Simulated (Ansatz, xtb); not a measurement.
C3H3BrN2S: 3 structures ranked

3 gas-phase structures of C3H3BrN2S, from a drawn sample of its isomers (lower ones may exist). Each was relaxed with GFN2-xTB:

A. `Sn1ccnc1Br`, a singlet
B. `Sn1cncc1Br`, a singlet
C. `Sn1cnc(Br)c1`, a singlet

Estimate their order in r2SCAN-D4/def2-SVP energy at these geometries, lowest first.

Calculated order at r2SCAN-D4/def2-SVP: C (0.000), A (0.063), B (0.252) eV.

Energies above the lowest of each column, in eV; the last columns are at PBE0-D3(BJ)/def2-SVP geometries:

```json
{"structure": "C", "GFN2-xTB": "0.007", "HF/STO-3G": "0.000", "r2SCAN-D4/def2-SVP": "0.000", "PBE0-D3(BJ)/def2-SVP": "0.000", "CCSD(T)/def2-SVP + ΔMP2/def2-TZVPP": "0.000"}
{"structure": "A", "GFN2-xTB": "0.000", "HF/STO-3G": "0.035", "r2SCAN-D4/def2-SVP": "0.063", "PBE0-D3(BJ)/def2-SVP": "0.038", "CCSD(T)/def2-SVP + ΔMP2/def2-TZVPP": "0.064"}
{"structure": "B", "GFN2-xTB": "0.079", "HF/STO-3G": "0.231", "r2SCAN-D4/def2-SVP": "0.252", "PBE0-D3(BJ)/def2-SVP": "0.059", "CCSD(T)/def2-SVP + ΔMP2/def2-TZVPP": "0.069"}
```

Every level run on C puts it lowest or level with the lowest. Flexible structures stand in one conformer each, not always the lowest. ΔMP2 is the change of the MP2 energy from the smaller to the larger basis.

Programs: Ansatz 0.2.0, xtb 6.7.1.
